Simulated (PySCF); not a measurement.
Dissociation curve of GaCl, singlet.

Levels of theory: UHF/cc-pVTZ (PySCF); RHF/cc-pVTZ (PySCF); UKS-PBE = unrestricted PBE/cc-pVTZ (PySCF 2.14.0); RKS-PBE = restricted PBE/cc-pVTZ (PySCF 2.14.0); UKS-BHandHLYP = PySCF with unrestricted BHandHLYP/cc-pVTZ; RKS-BHandHLYP = restricted BHandHLYP/cc-pVTZ (PySCF); UKS-B3LYP/6-31G* = unrestricted B3LYP/6-31G*, spherical d in PySCF; RKS-B3LYP/6-31G* = restricted B3LYP/6-31G*, spherical d in PySCF.

Scanned distances (Å): 1.65, 1.77, 1.88, 1.99, 2.09, 2.14, 2.22, 2.27, 2.34, 2.42, 2.56, 2.75, 2.99, 3.32, 3.60, 3.93, 4.41, 4.87, 5.40, 5.96, 6.68, 7.72, 8.87.

Task: Where does the unrestricted solution first break spin symmetry (<S²> of 0.01 or more)?

Result: UHF: between 4.41 and 4.87 Å; UKS-PBE: between 3.93 and 4.41 Å; UKS-BHandHLYP: between 3.93 and 4.41 Å; UKS-B3LYP/6-31G*: between 3.93 and 4.41 Å.

```
R / Å  <S²> UHF  E(RHF) − E(UHF) / kJ/mol  <S²> UKS-PBE  E(RKS-PBE) − E(UKS-PBE) / kJ/mol  <S²> UKS-BHandHLYP  E(RKS-BHandHLYP) − E(UKS-BHandHLYP) / kJ/mol  <S²> UKS-B3LYP/6-31G*  E(RKS-B3LYP/6-31G*) − E(UKS-B3LYP/6-31G*) / kJ/mol
-----  --------  ------------------------  ------------  --------------------------------  ------------------  --------------------------------------------  ---------------------  --------------------------------------------------
1.65       0.00                       0.0          0.00                               0.0                0.00                                           0.0                   0.00                                                 0.0
1.77       0.00                       0.0          0.00                               0.0                0.00                                           0.0                   0.00                                                 0.0
1.88       0.00                       0.0          0.00                               0.0                0.00                                           0.0                   0.00                                                 0.0
1.99       0.00                       0.0          0.00                               0.0                0.00                                           0.0                   0.00                                                 0.0
2.09       0.00                       0.0          0.00                               0.0                0.00                                           0.0                   0.00                                                 0.0
2.14       0.00                       0.0          0.00                               0.0                0.00                                           0.0                   0.00                                                 0.0
2.22       0.00                       0.0          0.00                               0.0                0.00                                           0.0                   0.00                                                 0.0
2.27       0.00                       0.0          0.00                               0.0                0.00                                           0.0                   0.00                                                 0.0
2.34       0.00                       0.0          0.00                               0.0                0.00                                           0.0                   0.00                                                 0.0
2.42       0.00                       0.0          0.00                               0.0                0.00                                           0.0                   0.00                                                 0.0
2.56       0.00                       0.0          0.00                               0.0                0.00                                           0.0                   0.00                                                 0.0
2.75       0.00                       0.0          0.00                               0.0                0.00                                           0.0                   0.00                                                 0.0
2.99       0.00                       0.0          0.00                               0.0                0.00                                           0.0                   0.00                                                 0.0
3.32       0.00                       0.0          0.00                               0.0                0.00                                           0.0                   0.00                                                 0.0
3.60       0.00                       0.0          0.00                               0.0                0.00                                           0.0                   0.00                                                 0.0
3.93       0.00                       0.0          0.00                               0.0                0.00                                           0.0                   0.00                                                 0.0
4.41       0.00                       0.0          0.10                               0.4                0.22                                           3.1                   0.26                                                 4.0
4.87       0.99                      28.9          0.29                               2.8                0.38                                          11.8                   0.40                                                12.5
5.40       1.01                      61.9          0.43                               7.0                0.50                                          22.9                   0.49                                                21.4
5.96       1.02                      90.2          0.50                              11.1                0.58                                          33.6                   0.54                                                28.5
6.68       1.02                     118.0          0.55                              14.7                0.65                                          44.9                   0.58                                                35.1
7.72       1.02                     147.2          0.57                                 —                0.71                                          57.3                   0.61                                                41.5
8.87       1.02                     170.8          0.59                                 —                0.75                                          67.5                   0.63                                                45.6
```

A dash means that the run gave no value there, or that the column was ended at a point which the program doubted or which failed a test of continuity chosen for this set; such a test can also cut sound points.
